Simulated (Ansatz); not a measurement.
Ansatz (a program for electronic structure) input (B3LYP-D3(BJ)/def2-TZVP):

Ansatz 0.2 input:
```yaml
crystal:
  periodic: [false, false, false]
  atoms:
    - {symbol: C, position_ang: [1.49343565, -0.33939668, -0.40809621]}
    - {symbol: C, position_ang: [0.53107678, 0.11199459, 0.37320631]}
    - {symbol: C, position_ang: [-0.84726358, 0.46766962, -0.10147800]}
    - {symbol: O, position_ang: [-1.86158891, -0.08715613, 0.70983982]}
    - {symbol: H, position_ang: [1.34640429, -0.47321347, -1.46770215]}
    - {symbol: H, position_ang: [2.47167877, -0.57932341, -0.02823967]}
    - {symbol: H, position_ang: [0.68657912, 0.23880198, 1.43651059]}
    - {symbol: H, position_ang: [-0.97865929, 0.16486182, -1.15058058]}
    - {symbol: H, position_ang: [-0.99127268, 1.55147697, -0.03377063]}
    - {symbol: H, position_ang: [-1.75010801, -1.04400185, 0.73069801]}
basis:
  gaussian:
    orbitals: def2-TZVP
hamiltonian:
  xc: b3lyp
  dispersion: d3bj
relax: {f_tol: 0.002, max_steps: 150}
```

End of the output:

```
the calculation of the forces begins
reference -5257.30158408 eV, -193.2022696880 hartree; 16, 16 occupied and 144, 144 virtual orbitals, 955 factors
relax step  13: F+E_penalty+E_count = -5257.57055619 eV  Δ(F+E_penalty+E_count) = +8.584e-6 eV  max|allowed force component| = 1.528e-2 eV/Å  Δτ_max = 0.0017 Å  (32 SCF iters, rejected (line search))
these checks for a lower state are left out or cut short: starts, cluster_reference, orbital_swaps, neighbouring_geometries, increment
integrals: 0.06 GiB planned
955 factors; their error is unknown
mean field: 0.64 GiB planned
mean field -5257.30134508 eV, -193.2022609049 hartree, gradient 1.2e-5 eV, S^2 0.000000; 0 other end points of the search recorded, 0 dependent functions left out
the calculation of the forces begins
reference -5257.30159565 eV, -193.2022701130 hartree; 16, 16 occupied and 144, 144 virtual orbitals, 955 factors
relax step  14: F+E_penalty+E_count = -5257.57056627 eV  Δ(F+E_penalty+E_count) = -1.504e-6 eV  max|allowed force component| = 9.460e-4 eV/Å  Δτ_max = 0.0009 Å  (32 SCF iters, accepted)
integrals: 0.06 GiB planned
955 factors; their error is unknown
mean field: 0.64 GiB planned
mean field evaluation 128: about -5257.3013 eV, gradient 7.4e-3 eV
mean field -5257.30134508 eV, -193.2022609049 hartree, gradient 1.2e-5 eV, S^2 0.000000; 1 other end points of the search recorded, 0 dependent functions left out
the calculation of the forces begins
reference -5257.30159565 eV, -193.2022701130 hartree; 16, 16 occupied and 144, 144 virtual orbitals, 955 factors
Total energy: -5257.57081684 eV, -193.2121638094 hartree
Atom 0 at     1.467440    -0.379986    -0.394092 Å, force    -0.000266     0.000299     0.000496 eV/Å
Atom 1 at     0.532851     0.163566     0.375507 Å, force     0.000429     0.000125    -0.000874 eV/Å
Atom 2 at    -0.847898     0.501998    -0.091433 Å, force    -0.000072     0.000300     0.000082 eV/Å
Atom 3 at    -1.851273    -0.161732     0.677919 Å, force     0.000599    -0.000946    -0.000452 eV/Å
Atom 4 at     1.278436    -0.601830    -1.438880 Å, force    -0.000213     0.000477     0.000295 eV/Å
Atom 5 at     2.454250    -0.614924    -0.016271 Å, force    -0.000351    -0.000515     0.000135 eV/Å
Atom 6 at     0.738150     0.371792     1.421750 Å, force     0.000234    -0.000089     0.000206 eV/Å
Atom 7 at    -0.951425     0.273771    -1.159099 Å, force    -0.000339    -0.000633    -0.000110 eV/Å
Atom 8 at    -1.047195     1.567473     0.042566 Å, force    -0.000040     0.000079     0.000169 eV/Å
Atom 9 at    -1.673054    -1.108415     0.642420 Å, force     0.000020     0.000903     0.000053 eV/Å
Dipole moment:     0.254173    -0.143905    -0.145058 e Å
```
